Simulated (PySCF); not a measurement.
In vacuum, one averaged value for each set of equivalent atoms, one conformer, non-relativistic. Coordinates at the GFN2-xTB level; σ from GIAO-PBE0/pcSseg-1; PySCF 2.14.0 with density-fitted response routines.

δ = σ(ref) − σ, references computed at the same level: ¹H (σ = 31.72 ppm), ¹³C (σ = 186.93 ppm) vs TMS. Shifts are as computed. Against solution values, carbons near 30 ppm lie about +3 ppm off and those near 130 ppm about +5 ppm; carbons on Cl a further +6 ppm. Of 1211 compounds with measured shifts, 218 miss one by over three times the rms of a fit or turn the order of signals round; such compounds aren't used in these exercises. Carbons bonded to Cl come out too deshielded.

Q: Order these molecules by the shift of their most shielded carbon, lowest δ first.
A. C/C=C/Cl
B. CO[Si@H](C)C(C)=C(F)F
C. C=C/C=C/C(=C)N([SiH3])[SiH3]

A: B (-1.7 ppm, methyl carbon bonded to Si), A (19.9 ppm, allylic methyl carbon), C (117.4 ppm, β carbon of an enol-ether or enamine type C=C).

Q: Order these molecules by the shift of their most shielded carbon-bound hydrogen, lowest δ first.
A. C/C=C/Cl
B. C=C/C=C/C(=C)N([SiH3])[SiH3]
C. CO[Si@H](C)C(C)=C(F)F
D. C(=C1CCC1)n1cccc1

A: C (0.27 ppm, hydrogen on a methyl carbon bonded to Si), A (1.89 ppm, hydrogen on an allylic methyl carbon), D (2.21 ppm, hydrogen on an sp3 CH2 in a ring), B (5.15 ppm, hydrogen on a β carbon of an enol-ether or enamine type C=C).

Q: How many ¹³C and ¹H signals does each give (equivalence by symmetry and fast rotation, but not about amide C–N or C=N bonds)? `CO[Si@H](C)C(C)=C(F)F`, `C(=C1CCC1)n1cccc1`, `C=C/C=C/C(=C)N([SiH3])[SiH3]`, `C/C=C/Cl`

A: CO[Si@H](C)C(C)=C(F)F: 5 C, 4 H; C(=C1CCC1)n1cccc1: 7 C, 6 H; C=C/C=C/C(=C)N([SiH3])[SiH3]: 6 C, 8 H; C/C=C/Cl: 3 C, 3 H.
